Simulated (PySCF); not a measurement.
# From a computed spectrum to the compound

A species of 8 atoms with charge 0 has these harmonic modes (PBE0, small Gaussian bases with core potentials, PySCF 2.14.0):

```json
{"cm⁻¹": "43", "km/mol": "68.8", "symmetry": "a1"}
{"cm⁻¹": "55", "km/mol": "1.9", "symmetry": "e"}
{"cm⁻¹": "55", "km/mol": "1.9", "symmetry": "e"}
{"cm⁻¹": "115", "km/mol": "16.5", "symmetry": "e"}
{"cm⁻¹": "115", "km/mol": "16.5", "symmetry": "e"}
{"cm⁻¹": "121", "km/mol": "0.0", "symmetry": "a2"}
{"cm⁻¹": "304", "km/mol": "9.7", "symmetry": "a1"}
{"cm⁻¹": "517", "km/mol": "0.8", "symmetry": "e"}
{"cm⁻¹": "517", "km/mol": "0.8", "symmetry": "e"}
{"cm⁻¹": "561", "km/mol": "8.1", "symmetry": "a1"}
{"cm⁻¹": "563", "km/mol": "209.3", "symmetry": "e"}
{"cm⁻¹": "563", "km/mol": "209.3", "symmetry": "e"}
{"cm⁻¹": "1210", "km/mol": "144.7", "symmetry": "a1"}
{"cm⁻¹": "1635", "km/mol": "24.9", "symmetry": "e"}
{"cm⁻¹": "1635", "km/mol": "24.9", "symmetry": "e"}
{"cm⁻¹": "3491", "km/mol": "27.2", "symmetry": "a1"}
{"cm⁻¹": "3612", "km/mol": "51.8", "symmetry": "e"}
{"cm⁻¹": "3612", "km/mol": "51.8", "symmetry": "e"}
```

(1) Which species is it, and in which structure?

Results:

(1) TbF3(NH3) (singlet in the valence; each metal's 4f electrons, 8 of them, lie in its core potential, out of spins and levels):
```xyz
8

Tb    0.0734   -0.0734    0.0734
F     1.0480    1.4368    1.0480
F    -1.4368   -1.0480    1.0480
F     1.0480   -1.0480   -1.4368
N    -1.3810    1.3810   -1.3810
H    -1.9918    1.9918   -0.8346
H    -0.8346    1.9918   -1.9918
H    -1.9918    0.8346   -1.9918
```
Ideal gas at 298.15 K and 1 bar: S = 418.0 J/(mol K), Cp = 114.7 J/(mol K), H − H(0 K) = 25.7 kJ/mol (rigid rotor, harmonic modes, spin degeneracy alone, that of the 4f electrons in the core included; the modes under 60 cm⁻¹ make these uncertain). An lcecp potential fixes the number of 4f electrons, so in runs with it no electron can move into or out of that shell.
 The answer isn't unique; the calculation gave this one.
